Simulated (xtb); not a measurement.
xtb input (GFN2-xTB):

```bash
xtb mol.xyz --gfn 2 --ohess tight --chrg 0 --uhf 0
```
mol.xyz:
```
4

Sc     0.03201267     0.01145891     0.01925408
F     -1.47289963    -0.90856550     0.08750391
F     -0.00045457     1.59603335    -0.64683337
F      1.47824392    -0.70566063     0.58662599
```

Output:

```
           -------------------------------------------------
          |                Calculation Setup                |
           -------------------------------------------------

           -------------------------------------------------
          |                 G F N 2 - x T B                 |
           -------------------------------------------------

        Reference                      10.1021/acs.jctc.8b01176
      * Hamiltonian:
        H0-scaling (s, p, d)           1.850000    2.230000    2.230000
        zeta-weighting                 0.500000
      * Dispersion:
        s8                             2.700000
        a1                             0.520000
        a2                             5.000000
        s9                             5.000000
      * Repulsion:
        kExp                           1.500000    1.000000
        rExp                           1.000000
      * Coulomb:
        alpha                          2.000000
        third order                    shell-resolved
        anisotropic                    true
        a3                             3.000000
        a5                             4.000000
        cn-shift                       1.200000
        cn-exp                         4.000000
        max-rad                        5.000000

          ...................................................
          :                      SETUP                      :
          :.................................................:
          :  # basis functions                  22          :
          :  # atomic orbitals                  21          :
          :  # shells                            9          :
          :  # electrons                        24          :
          :  max. iterations                   250          :
          :  Hamiltonian                  GFN2-xTB          :
          :  restarted?                      false          :
          :  GBSA solvation                  false          :
          :  PC potential                    false          :
          :  electronic temp.          300.0000000     K    :
          :  accuracy                    1.0000000          :
          :  -> integral cutoff          0.2500000E+02      :
          :  -> integral neglect         0.1000000E-07      :
          :  -> SCF convergence          0.1000000E-05 Eh   :
          :  -> wf. convergence          0.1000000E-03 e    :
          :  Broyden damping             0.4000000          :
          :  net charge                          0          :
          :  unpaired electrons                  0          :
          ...................................................

 iter      E             dE          RMSdq      gap      omega  full diag
   1    -15.4069244 -0.154069E+02  0.187E+01    2.09       0.0  T
   2    -15.5072762 -0.100352E+00  0.124E+01    4.47       1.0  T
   3    -15.5068179  0.458338E-03  0.402E+00    3.78       1.0  T
   4    -15.5099832 -0.316535E-02  0.874E-01    4.24       1.0  T
   5    -15.5100072 -0.239360E-04  0.470E-01    4.27       1.0  T
   6    -15.5100057  0.143610E-05  0.112E-01    4.29       1.0  T
[...]
                xx          xy          yy          xz          yz          zz
 q only:       -2.922      -0.649      -1.889      -1.586       3.294       4.811
  q+dip:       -3.187      -0.708      -2.061      -1.730       3.592       5.248
   full:       -4.938      -1.097      -3.193      -2.680       5.566       8.130

           -------------------------------------------------
          |                Geometry Summary                 |
           -------------------------------------------------

      molecular mass/u    :      101.9511178
   center of mass at/Å    :        0.0092623      -0.0016663       0.0115517
  moments of inertia/u·Å² :        0.8789626E+02   0.8792008E+02   0.1758163E+03
rotational constants/cm⁻¹ :        0.1917901E+00   0.1917381E+00   0.9588206E-01

 * 3 selected distances

     #   Z          #   Z                                           value/Å
     1  21 Sc       2   9 F                                       1.7565497 (max)
     1  21 Sc       3   9 F                                       1.7562080 (min)
     1  21 Sc       4   9 F                                       1.7562847

 * 1 distinct bonds (by element types)

   Z      Z             #   av. dist./Å        max./Å        min./Å
   9 F   21 Sc          3     1.7563475     1.7565497     1.7562080

           -------------------------------------------------
          |               Frequency Printout                |
           -------------------------------------------------
 projected vibrational frequencies (cm⁻¹)
eigval :       -0.00    -0.00     0.00     0.00     0.00     0.00
eigval :      110.61   139.77   139.93   485.23   619.74   620.15
 reduced masses (amu)
   1: 27.07   2: 27.08   3: 22.67   4: 19.74   5: 28.54   6: 23.23   7: 33.51   8: 23.20
   9: 23.20  10: 19.00  11: 29.31  12: 29.31
 IR intensities (km·mol⁻¹)
   1:  0.00   2:  0.00   3:  0.00   4:  0.00   5:  0.00   6:  0.00   7:156.15   8: 43.62
   9: 43.56  10:  0.00  11:127.18  12:127.23
 Raman intensities (Ä⁴*amu⁻¹)
   1:  0.00   2:  0.00   3:  0.00   4:  0.00   5:  0.00   6:  0.00   7:  0.00   8:  0.00
   9:  0.00  10:  0.00  11:  0.00  12:  0.00
 output can be read by thermo (or use thermo option).
 writing <g98.out> molden fake output.
 recommended (thermochemical) frequency scaling factor: 1.0
           -------------------------------------------------
          |             Thermodynamic Functions             |
           -------------------------------------------------

d3h symmetry found (for desy threshold:  0.10E+00) used in thermo

          ...................................................
          :                      SETUP                      :
          :.................................................:
          :  # frequencies                           6      :
          :  # imaginary freq.                       0      :
          :  linear?                             false      :
          :  only rotor calc.                    false      :
          :  symmetry                              d3h      :
Note: The following floating-point exceptions are signalling: IEEE_DENORMAL
normal termination of xtb
          :  rotational number                       6      :
          :  scaling factor                  1.0000000      :
          :  rotor cutoff                   50.0000000 cm⁻¹ :
          :  imag. cutoff                  -20.0000000 cm⁻¹ :
          :.................................................:

    mode    ω/cm⁻¹     T·S(HO)/kcal·mol⁻¹    T·S(FR)/kcal·mol⁻¹   T·S(vib)
   ------------------------------------------------------------------------
       1    110.61    -0.97145 ( 95.99%)    -0.82096 (  4.01%)    -0.96541
       2    139.77    -0.83690 ( 98.39%)    -0.75171 (  1.61%)    -0.83553
       3    139.93    -0.83625 ( 98.40%)    -0.75137 (  1.60%)    -0.83488
   ------------------------------------------------------------------------

   temp. (K)  partition function   enthalpy   heat capacity  entropy
                                   cal/mol     cal/K/mol   cal/K/mol   J/K/mol
 298.15  VIB   12.3                 1613.168      8.963     10.370
         ROT  0.148E+05              888.752      2.981     22.069
         INT  0.183E+06             2501.920     11.944     32.439
         TR   0.996E+27             1481.254      4.968     39.758
         TOT                        3983.1740    16.9117    72.1966   302.0706

       T/K    H(0)-H(T)+PV         H(T)/Eh          T*S/Eh         G(T)/Eh
   ------------------------------------------------------------------------
    298.15    0.634759E-02    0.111669E-01    0.343029E-01   -0.231360E-01
   ------------------------------------------------------------------------

         :::::::::::::::::::::::::::::::::::::::::::::::::::::
         ::                  THERMODYNAMIC                  ::
         :::::::::::::::::::::::::::::::::::::::::::::::::::::
         :: total free energy         -15.485909376598 Eh   ::
         ::.................................................::
         :: total energy              -15.462773348240 Eh   ::
         :: zero point energy           0.004819321477 Eh   ::
         :: G(RRHO) w/o ZPVE           -0.027955349835 Eh   ::
         :: G(RRHO) contrib.           -0.023136028358 Eh   ::
         :::::::::::::::::::::::::::::::::::::::::::::::::::::

optimized geometry written to: xtbopt.xyz

           -------------------------------------------------
          | TOTAL ENERGY              -15.462773348240 Eh   |
          | TOTAL ENTHALPY            -15.451606434929 Eh   |
          | TOTAL FREE ENERGY         -15.485909376598 Eh   |
          | GRADIENT NORM               0.000135358295 Eh/α |
          | HOMO-LUMO GAP               4.220856766088 eV   |
           -------------------------------------------------

------------------------------------------------------------------------
------------------------------------------------------------------------
 total:
 SCF:
 ANC optimizer:
 analytical hessian:
```
